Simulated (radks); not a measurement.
He II, 1 electrons, occupied as 1s1 (the NIST ground configuration).

Method: Dirac Kohn-Sham, SOGGA, spin-unpolarised, spherical densities, finite nucleus; Gaussian nuclear charge, rms radius 1.6755 fm; computed with a radial shooting solver on a logarithmic mesh with Libxc functionals.

Energy parts (Ry):
total: -3.74759
kinetic: 3.71898
electron-nucleus: -7.71178
Hartree: 1.19423
exchange-correlation: -0.94903

Orbitals (lengths in bohr, moments of r in powers of bohr):
| orbital | occ. | eigenvalue (Ry) | <r> |
|---|---|---|---|
| 1s1/2 | 1 | -2.82765 | 0.7892 |

The highest occupied level is 1s1/2 at -38.472 eV. Summed over all electrons, <r^2> = 0.8409 bohr^2, which gives a Langevin (diamagnetic) susceptibility term of -0.666 x 10^-6 cm^3/mol.
